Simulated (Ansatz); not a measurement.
Isolated molecules relaxed with PBE0-D4/def2-TZVP in Ansatz; ΔE leaves out vibrations. CCSD(T)/CBS is the MP2 limit (def2-TZVPP, def2-QZVPP) plus CCSD(T) − MP2 in def2-TZVPP, frozen cores. DFT in def2-TZVPP. For Ge outer-core shells are correlated without core-valence functions, which leaves a few kJ/mol of doubt a bond. Scalar relativity is left out up to krypton. One conformer a species, not always the lowest.

Reaction (isomerisation): `S[CH]1[NH][GeH2]1` → `N=[C](S)[GeH3]`

```
            species  r2SCAN energy (Eh)
`S[CH]1[NH][GeH2]1`         -2570.96185
   `N=[C](S)[GeH3]`         -2570.99060
```

Question: Work out ΔE.

Answer: ΔE = (-2570.99060) − (-2570.96185) = -0.02875 Eh = -75.5 kJ/mol. CCSD(T)/CBS gives -69.0 kJ/mol.

Largest T1 diagnostic among the species: 0.013.

In def2-TZVPP, CCSD(T) changes the Hartree–Fock value by +26.2 kJ/mol (the triples alone add +1.2 kJ/mol) and MP2 by +38.0 kJ/mol. From PBE to PBE0 (25 % exact exchange), in def2-TZVPP and without D4, ΔE moves by +3.6 kJ/mol.
